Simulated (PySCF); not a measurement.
1-aminosilyl-2-silylethyne (C2H7NSi2), SMILES N[SiH2]C#C[SiH3].

Geometry: ωB97X-D3(BJ)/def2-SVP. One conformer was computed; it need not be the lowest.

Two levels are set side by side: PBE/def2-TZVP (PySCF) and ωB97X/def2-TZVP (PySCF). Same geometry, gas phase. Differences are taken from unrounded values.

```csv
quantity,ωB97X
orbital gap (eV),11.46
highest occupied level (eV),-10.10
lowest empty level (eV),1.35
dipole moment (D),1.30
mean polarisability (bohr³),82.6
```

Problem. What does PBE give, and how far is it from ωB97X? (The exact figures need the calculation; the answer reports its results.)

Solution. 
| quantity | PBE | PBE minus ωB97X |
|---|---|---|
| orbital gap (eV) | 4.68 | -6.78 |
| highest occupied level (eV) | -6.27 | 3.83 |
| lowest empty level (eV) | -1.60 | -2.95 |
| dipole moment (D) | 1.35 | 0.05 |
| mean polarisability (bohr³) | 88.7 | 6.1 |

Without exact exchange PBE keeps part of each electron's self-repulsion, which lifts occupied levels and narrows the gap. PBE's more diffuse valence density responds more strongly to a field. Differences between two approximate levels are no errors against the true value.

Rough cost on one machine, each run with all the roots and properties that it gave: ωB97X against PBE within a factor of 2.
